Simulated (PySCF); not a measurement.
C₃H₅FOSi, SMILES C#C[Si@@H](CF)O.

Geometry: PBE0-D3(BJ)/def2-SVP. The structure was generated by enumeration; whether it is a known compound was not checked. One conformer was computed; it need not be the lowest.

Computed with PBE/def2-TZVP (PySCF).

Isolated molecule, no solvent.

```json
{
  "total_energy": "-581.51665 hartree",
  "highest_occupied_level": "-6.84 eV",
  "lowest_empty_level": "-1.63 eV",
  "orbital_gap": "5.21 eV",
  "dipole_moment": "2.01 D",
  "quadrupole, principal values (traceless, Buckingham form, about the centre of nuclear charge)": "-6.65, -0.42, 7.07 D·Å",
  "mean_static_polarisability": "63.5 bohr³ (9.40 Å³)",
  "polarisability_principal_values": "51.2, 56.0, 83.2 bohr³"
}
```
